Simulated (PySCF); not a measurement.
PySCF 2.14 output of an unrestricted PBE0 calculation on a single atom or ion in dyall-acv3z (10s3p2d, 29 functions), with the spin-free X2C one-electron Hamiltonian (Gaussian nucleus):

```
SCF conv_tol = 1e-09
number electrons alpha = 1  beta = 0
    C. Adamo and V. Barone.,  J. Chem. Phys. 110, 6158 (1999)
    M. Ernzerhof and G. E. Scuseria.,  J. Chem. Phys. 110, 5029 (1999)
cycle= 1 E= -0.119345683175265  delta_E= -1.43e-05  |g|= 0.000541  |ddm|= 0.00642
cycle= 2 E= -0.119346052667916  delta_E= -3.69e-07  |g|= 8.59e-05  |ddm|= 0.00146
cycle= 3 E= -0.119346066763936  delta_E= -1.41e-08  |g|= 5.29e-06  |ddm|= 0.000368
cycle= 4 E= -0.119346066824114  delta_E= -6.02e-11  |g|= 2.3e-09  |ddm|= 2.8e-05
converged SCF energy = -0.119346066824114  <S^2> = 0.75  2S+1 = 2
```

The run itself started from symmetry-adapted Hartree-Fock orbitals and held the occupation by maximum overlap, on a logarithmic radial grid, so the iterations belong to that start.

Q: Which element, charge and spin multiplicity is this?

A: H (hydrogen, neutral), multiplicity 2; the state was 2p1, 2P determinant (an excited configuration).

For one electron the Hartree and exchange-correlation energies should cancel; what remains is the self-interaction error. The outer electron is Rydberg-like, and this basis confines it to a smaller radius and binds it less than a complete one would.
